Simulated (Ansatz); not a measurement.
Program: Ansatz. Geometries: PBE0-D4/def2-TZVP. ΔE: electronic, gas phase. CBS: MP2 limit from def2 TZ/QZ plus the TZ coupled-cluster correction, frozen cores. DFT in def2-TZVPP. For Se outer-core shells are correlated without core-valence functions, which leaves a few kJ/mol of doubt a bond. Scalar relativity is left out up to krypton. Each species was taken in one conformer, which may not be the lowest.

Consider the formal exchange of groups at the Al–Se bond: `[CH3][Al]([CH3])[SeH]` + `C1=NCC1` → `[CH3][AlH][CH3]` + `[SeH]C1CC=N1`.

`[CH3][Al]([CH3])[SeH]`:

Cartesian coordinates in Å:
```
C -0.984 0.354 1.342
Al -0.059 -0.234 -0.270
C 1.666 0.464 -0.849
Se -1.010 -1.875 -1.624
H -2.023 0.018 1.385
H -0.475 -0.030 2.232
H -0.976 1.446 1.422
H 2.053 -0.045 -1.735
H 1.592 1.531 -1.084
H 2.412 0.370 -0.053
H -2.196 -1.999 -0.767
```

`C1=NCC1`:

```xyz
9

C    -0.528    0.864    0.541
N     0.745    0.986    0.609
C     0.918   -0.266   -0.170
C    -0.622   -0.403   -0.248
H    -1.263    1.545    0.968
H     1.433   -0.101   -1.119
H     1.441   -1.042    0.392
H    -1.066   -0.321   -1.242
H    -1.058   -1.262    0.268
```

`[CH3][AlH][CH3]`:

Z-matrix (Å, degrees):
```
C
Al 1 1.954
H 1 1.092 2 113.4
H 1 1.095 2 111.1 3 121.8
H 1 1.096 2 110.4 3 -120.9
C 2 1.954 1 121.2 3 -176.1
H 2 1.595 1 120.2 3 4.5
H 6 1.096 2 110.5 1 -117.3
H 6 1.093 2 113.4 1 3.7
H 6 1.095 2 111.0 1 125.4
```

`[SeH]C1CC=N1`:

Cartesian coordinates in Å:
```
Se -0.399 -2.184 -0.044
C -0.058 -0.355 0.529
C -0.665 0.713 -0.409
C 0.781 1.076 -0.519
N 1.292 0.172 0.231
H 0.495 -2.787 0.952
H -0.312 -0.261 1.585
H -1.124 0.331 -1.325
H -1.334 1.442 0.053
H 1.325 1.853 -1.054
```

```csv
level,ΔE (kcal/mol)
B2PLYP,41.5
r2SCAN0,43.4
HF/def2-SVP,44.2
MP2/CBS(def2),41.6
```

Question: What does CCSD(T)/CBS give? (An estimate is asked.)

Answer: The calculation gave: +41.7 kcal/mol. The listed levels differ from it by -0.2, 1.7, 2.5, -0.1 kcal/mol.

Largest T1 diagnostic among the species: 0.011.

From r2SCAN to r2SCAN0 (25 % exact exchange), in def2-TZVPP and without D4, ΔE moves by +0.8 kcal/mol. The D4 term adds −0.9 kcal/mol with B3LYP and −0.4 kcal/mol with PBE0; it sums over pairs of atoms, weighted by their polarisabilities, and B3LYP, whose exchange is more repulsive, gets the larger term. Leaving LDA and LC-ωPBE aside and taking each functional with its dispersion term where it has one, the values, not all of them listed here, spread over 4.3 kcal/mol, from B97M-V to r2SCAN0-D4.

B3LYP here is the variant with VWN-RPA as its local correlation; programs differ in this.
